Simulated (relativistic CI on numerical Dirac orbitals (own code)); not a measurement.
## A ladder of approximations for the levels of Sn+

Calculated with a relativistic CI code on KLI orbitals (one set per configuration, finite nucleus), adding one ingredient at a time: step 1, Dirac-Coulomb, each configuration alone; step 2, with Breit and QED terms; step 3, with configuration mixing; step 4, with scaled Slater integrals (0.85); step 5, with a P86 correlation estimate; step 6, tied to the ionisation limit. P86 is a density functional for the correlation energy, evaluated here for each configuration and added to its levels. Step 6 is semi-empirical: configurations made of the next ion and one excited electron move by -4315 cm⁻¹, so that their limit matches the tabulated ionisation energy, and those with a non-penetrating f or g electron also take the P86 value of the least penetrating other one.

Configuration list (outside the closed core [Kr] 4d10): 5s2 5p, 5s 5p2, 5s2 6s, 5s2 5d, 5s2 6p, 5s2 4f, 5s2 6d, 5p3, 5s 5p 5d, 5s2 7s, 5s2 7p, 5s2 5f, 5s2 7d, 5s2 6f, 5s2 7f, 5s 5p 6s.

Computed minus measured energy above the ground level, in cm⁻¹, for 7 of the 12 excited levels that pair in every step (one J of a term; a digit in brackets numbers repeated terms):

```tsv
Configuration	Term	J	Measured	Step 1	Step 2	Step 3	Step 4	Step 5	Step 6
5s2 5p	2P°	3/2	4251	38	-26	-382	-295	-290	-290
5s 5p2	4P	1/2	46464	-11892	-12035	-6449	-4793	-3901	-3900
5s2 6s	2S	1/2	56886	-1987	-2038	3451	2026	5185	889
5s2 5d	2D	3/2	71406	-7181	-7280	5314	2629	5064	2228
5s2 6p	2P°	1/2	71494	-3062	-3134	1596	367	4157	-114
5s2 4f	2F°	7/2	89288	-4101	-4191	678	-597	6599	553
5s2 6d	2D	3/2	90242	-4439	-4533	2698	625	5149	1009
```

Mean absolute errors in cm⁻¹, over all paired levels and for the configurations:

```tsv
Configuration, levels	Step 1	Step 2	Step 3	Step 4	Step 5	Step 6
all, 12	5684	5783	3200	1898	4527	1565
5s2 5p, 1	38	26	382	295	290	290
5s 5p2, 3	11898	12071	6503	4895	4001	4004
5s2 6s, 1	1987	2038	3451	2026	5185	889
5s2 5d, 1	7181	7280	5314	2629	5064	2228
5s2 6p, 2	3099	3177	1592	355	4145	127
5s2 4f, 2	4102	4192	680	596	6601	554
5s2 6d, 2	4456	4551	2597	618	5147	999
```

Measured levels: NIST Handbook of Basic Atomic Spectroscopic Data (Sansonetti and Martin, J. Phys. Chem. Ref. Data 34, 1559 (2005)).

Task: What does each ingredient do to the ground and the excited configurations, and where is the model closest to experiment?

Result: The Breit and QED terms change the top of the ground term (measured 4251) from 4289 to 4226. Mixing lowers the ground level by 5586, with 5p3 as its largest admixture; relative to it the configurations that move most are 5s2 5d by +12594, 5s2 6d by +7148, 5s 5p2 by +5567. Configurations whose own partners of that kind are not in the list rise by much of that lowering, so a short list can trade one imbalance for another. The P86 estimate moves 5s2 4f by +7197, 5s2 6d by +4529, 5s2 6p by +3789, and takes the mean absolute error of the excited configurations from 2043 to 4912; it overshoots. Step 6 takes that error from 4912 to 1681; the error more than halves for 5s2 6s, 5s2 5d, 5s2 6p, 5s2 6d; 5s2 4f gains from the shift and the changed P86 value together. The mean absolute error is lowest at step 6 (1565 cm⁻¹), and the largest single drop is from step 5 to 6 (4527 to 1565).
